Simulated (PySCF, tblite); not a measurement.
Isomers of C6H13P, one GFN2-xTB conformer each. Single-point energies are computed at PBE0/pcSseg-1 (PySCF, gas phase, no added dispersion term), electronic only.

```
           SMILES  GFN2-xTB relative energy (kJ/mol)
[H]/P=C(\CC)C(C)C                               32.3
        CCCP1CCC1                                0.0
       C=C(C)PCCC                               53.1
   C=P(C)(C)C1CC1                              177.6
 C=C[PH](C)(C)C=C                              284.8
     C/C=P\CC(C)C                               49.4
```

Conformers: `[H]/[P:4]=[C:3](\[CH2:2][CH3:1])[CH:5]([CH3:6])[CH3:7]` with C1–C2–C3–P4 -76°, C2–C3–C5–C6 68°; `[CH3:1][CH2:2][CH2:3][P:4]1[CH2:5][CH2:6][CH2:7]1` with C1–C2–C3–P4 -179°, C2–C3–P4–C5 -88°, C3–P4–C5–C6 -85°, P4–C5–C6–C7 -13°, C5–C6–C7–P4 13°, C3–P4–C7–C6 86°; `[CH2:1]=[C:2]([CH3:3])[PH:4][CH2:5][CH2:6][CH3:7]` with C1–C2–P4–C5 -36°, C2–P4–C5–C6 -159°, P4–C5–C6–C7 -177°; `[CH2:1]=[P:2]([CH3:3])([CH3:4])[CH:5]1[CH2:6][CH2:7]1` with C1–P2–C5–C6 -33°; `[CH3:1]/[CH:2]=[P:3]\[CH2:4][CH:5]([CH3:6])[CH3:7]` with C2–P3–C4–C5 -174°, P3–C4–C5–C6 -172°.

Question: What does PBE0/pcSseg-1 give for the same structures?

Answer: 
| SMILES | PBE0/pcSseg-1 E (Eh) | PBE0/pcSseg-1 (kJ/mol) | GFN2-xTB (kJ/mol) | point group |
| --- | --- | --- | --- | --- |
| CCCP1CCC1 | -577.33141 | 0.0 | 0.0 | C1 |
| C=C(C)PCCC | -577.32279 | 22.6 | 53.1 | C1 |
| C/C=P\CC(C)C | -577.32235 | 23.8 | 49.4 | C1 |
| [H]/P=C(\CC)C(C)C | -577.32117 | 26.9 | 32.3 | C1 |
| C=P(C)(C)C1CC1 | -577.27307 | 153.2 | 177.6 | Cs |
| C=C[PH](C)(C)C=C | -577.22626 | 276.1 | 284.8 | C2v |

Both levels put the same isomer lowest; measured from each level's own lowest isomer, the values differ by up to 30.5 kJ/mol (C=C(C)PCCC: 53.1 against 22.6). As drawn, the lowest has a four-membered ring, which the highest lacks; the highest has a C=C bond outside aromatic rings, which the lowest lacks. Neighbours under 10 kJ/mol apart (C=C(C)PCCC and C/C=P\CC(C)C; C/C=P\CC(C)C and [H]/P=C(\CC)C(C)C) can change places with a better method, another conformer or zero-point energy.

Question: Which frontier levels, dipoles and rotational constants go with these structures?

Answer: 
```tsv
SMILES	HOMO (eV, PBE0/pcSseg-1)	LUMO (eV)	dipole (D)	A, B, C (MHz)
CCCP1CCC1	-6.35	0.73	1.33	4483, 1127, 1101
C=C(C)PCCC	-6.55	0.23	1.09	5017, 937.7, 843.7
C/C=P\CC(C)C	-6.87	-1.22	1.62	3897, 1097, 948.6
[H]/P=C(\CC)C(C)C	-6.83	-1.34	1.90	2253, 1734, 1258
C=P(C)(C)C1CC1	-5.27	1.01	3.17	2990, 1612, 1546
C=C[PH](C)(C)C=C	-6.20	0.34	1.07	2895, 1413, 1330
```

Question: What happens when harmonic zero-point energies from GFN2-xTB frequencies are added?

Answer: 
```csv
SMILES,ZPE (kJ/mol),electronic (kJ/mol),with ZPE (kJ/mol)
CCCP1CCC1,461.4,0.0,0.0
C=C(C)PCCC,449.6,22.6,10.8
C/C=P\CC(C)C,457.1,23.8,19.5
[H]/P=C(\CC)C(C)C,456.3,26.9,21.8
C=P(C)(C)C1CC1,440.8,153.2,132.6
C=C[PH](C)(C)C=C,430.4,276.1,245.1
```

The zero-point energies span 31.0 kJ/mol. The order is unchanged.
